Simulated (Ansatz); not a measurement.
Program: Ansatz. Geometries: PBE0-D4/def2-TZVP. ΔE: electronic, gas phase. CBS: MP2 limit from def2 TZ/QZ plus the TZ coupled-cluster correction, frozen cores. DFT in def2-TZVPP. B3LYP here is the variant with VWN-RPA as its local correlation; programs differ in this. Elements past krypton have def2 core potentials. For I outer-core shells are correlated without core-valence functions, which leaves a few kJ/mol of doubt a bond. Each species was taken in one conformer, which may not be the lowest.

Reaction (ligand exchange at the Si–C bond): `FC(I)[SiH2]Cl` + `O[SiH](O)S` → `O[SiH](O)S[SiH2]Cl` + `FCI`

```
             level  ΔE (kJ/mol)  difference from CCSD(T)/CBS
         r2SCAN-D4        -86.8                         -4.9
            B97M-V        -87.0                         -5.1
          B3LYP-D4        -83.3                         -1.4
        r2SCANh-D4        -87.9                         -6.0
        r2SCAN0-D4        -89.4                         -7.5
      CAM-B3LYP-D4        -81.5                          0.4
           ωB97X-V        -82.9                         -1.0
               PBE        -83.5                         -1.6
              BLYP        -78.8                          3.1
           r2SCAN0        -88.8                         -6.9
      MP2/def2-SVP        -82.0                         -0.1
     CCSD/def2-SVP        -78.6                          3.3
SCS-MP2/def2-TZVPP        -83.4                         -1.5
     HF/def2-QZVPP        -89.0                         -7.1
      HF/CBS(def2)        -89.0                         -7.1
    CCSD/CBS(def2)        -82.0                         -0.1
       CCSD(T)/CBS        -81.9                            0
```

Largest T1 diagnostic among the species: 0.011.

From PBE to PBE0 (25 % exact exchange), in def2-TZVPP and without D4, ΔE moves by −3.6 kJ/mol. At CCSD(T), def2-SVP lies +3.8 kJ/mol from the extrapolated value and def2-TZVPP +0.5 kJ/mol. Leaving LDA and LC-ωPBE aside and taking each functional with its dispersion term where it has one, the values, not all of them listed here, spread over 9.2 kJ/mol, from r2SCAN0-D4 to BLYP-D4. LDA lies +3.6 kJ/mol from PBE without D4.
